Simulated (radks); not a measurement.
Question: The mean radii <r> (bohr) of the occupied orbitals of an atom or ion are listed with their occupations. Method: scalar-relativistic Kohn-Sham, PW91, spin-polarised, spherical densities, point nucleus; computed with a radial shooting solver on a logarithmic mesh with Libxc functionals.

| orbital | occ. | <r> |
|---|---|---|
| 1s up | 1 | 0.1202 |
| 1s down | 1 | 0.1201 |
| 2s up | 1 | 0.6047 |
| 2s down | 1 | 0.6072 |
| 2p up | 3 | 0.5675 |
| 2p down | 2 | 0.5714 |
| 3s up | 1 | 1.907 |

Name the element and its charge. Open shells, if any, are filled with parallel spins first.

Answer: Z = 13, aluminium, charge +3: Al3+ in [He] 2s2 2p5 3s1. The 1s radius gives Z: for a bare nucleus <r> = (2 gamma + 1)/(2Z) with gamma = sqrt(1 - (Z/c)^2), 0.115 bohr for Z = 13, and screening makes it slightly larger (0.1202 here). The occupations add up to 10, and the charge is Z minus that.
